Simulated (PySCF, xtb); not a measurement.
ClGe, SMILES [Cl][Ge] (connectivity only; charge and spin as stated), charge +1, multiplicity 1.

GFN2-xTB (xtb) at its own geometry gives an orbital gap of 4.22 eV.

Geometry optimised at r2SCAN-D4/def2-TZVP. The spin state was assumed, not searched.

**Question.** What does PySCF with B3LYP/def2-TZVPD give? (An estimate is asked for; the answer gives what the named calculation found.)

**Answer.** gap 6.14 eV (levels -15.92 and -9.78 eV).
